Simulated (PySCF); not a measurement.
C₃H₇NSi, SMILES CC1=NC[SiH2]1. Heavy atoms are numbered as in [CH3:1][C:2]1=[N:3][CH2:4][SiH2:5]1. Hydrogens are named by the atom that carries them.

Coordinates come from a PBE0-D3(BJ)/def2-SVP optimisation. The structure was generated by enumeration, and PubChem lists no compound with its InChIKey, so it may never have been made.

These are PBE/pcSseg-1 (PySCF) values and carry that method's errors.

GIAO shieldings, no solvent; atoms alike by connectivity are averaged. δ = σ(ref) − σ: ¹³C against TMS (σ = 182.0 ppm); ¹⁵N against NH3 (σ = 267.0 ppm); ²⁹Si against TMS (σ = 335.4 ppm); ¹H against TMS (σ = 31.49 ppm), references at their B3LYP-D3(BJ)/def2-TZVP geometries, non-relativistic.

Problem. Estimate the chemical shifts. (The exact figures need the calculation; the answer reports its results.)

Solution. 
```tsv
nucleus	atoms	count	δ (ppm)
¹³C	C2	1	195.9
¹³C	C4 (CH2)	1	42.7
¹³C	C1 (CH3)	1	30.6
¹⁵N	N3	1	499.3
²⁹Si	Si5 (SiH2)	1	-14.6
¹H	H on Si5	2	6.65
¹H	H on C4	2	3.74
¹H	H on C1	3	2.35
```
